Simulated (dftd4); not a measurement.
C$_{2}$H$_{6}$N, doublet, geometry from GFN2-xTB; dftd4 4.2.0 with D4 for tpss.

Input for dftd4:
```
$ dftd4 mol.xyz --func tpss --charge 0 --json dftd4.json --noedisp --grad

# file mol.xyz
9

C      1.23751548     0.19939039    -0.32137329
C      0.07136146    -0.37561144     0.36478766
N     -1.18022466     0.14452210    -0.15164343
H      2.22429519    -0.11624055    -0.04925947
H      1.10520449     0.90202772    -1.11776832
H      0.18451177    -0.22258751     1.46245244
H      0.04976662    -1.47072103     0.22913017
H     -1.18951019     1.15734169    -0.10872921
H     -1.96595694    -0.20414861     0.38519221
```

The log (banner, timings and long lists left out):

```
                    ____  _____ _____     ____  _  _
      -------------|  _ \|  ___|_   _|---|  _ \| || |------------
     |             | | | | |_    | | ___ | | | | || |_           |
     |             | |_| |  _|   | ||___|| |_| |__   _|          |
     |             |____/|_|     |_|     |____/   |_|            |
     |             ===================================           |
     |            E. Caldeweyher, S. Ehlert & S. Grimme          |
     |          Mulliken Center for Theoretical Chemistry        |
     |                    University of Bonn                     |
      -----------------------------------------------------------

Rational (Becke-Johnson) damping: tpss-D4-ATM
---------------------
  s6         1.0000
  s8         1.7660
  s9         1.0000
  a1         0.4282
  a2         4.5426
 alp        16.0000
--------------------

Dispersion energy:      -5.4389921827166E-03 Eh

Gradient norm:           3.4120580614104E-04 Eh/a0
--------------------------------------------------
     #    Z           dE/dx      dE/dy      dE/dz
--------------------------------------------------
     1    6 C     1.975E-04  2.248E-05 -4.240E-05
     2    6 C     3.185E-05 -6.165E-05  7.955E-05
     3    7 N    -2.068E-04  7.495E-06 -1.948E-05
     4    1 H     8.052E-05  3.973E-06 -1.174E-05
     5    1 H     4.993E-05  1.519E-05 -2.630E-05
     6    1 H    -9.417E-06 -2.378E-06  3.629E-06
     7    1 H    -1.532E-05 -3.026E-06 -7.185E-06
     8    1 H    -4.395E-05  2.554E-05  5.333E-07
     9    1 H    -8.439E-05 -7.622E-06  2.339E-05
--------------------------------------------------

Virial:
--------------------------------------------------
      component           x          y          z
--------------------------------------------------
          x       1.778E-03  4.577E-05 -2.368E-04
          y       4.577E-05  1.475E-04 -1.094E-04
          z      -2.368E-04 -1.094E-04  1.667E-04
--------------------------------------------------

[Info] Dispersion results written to 'dftd4.txt'
[Info] JSON dump of results written to 'dftd4.json'
```
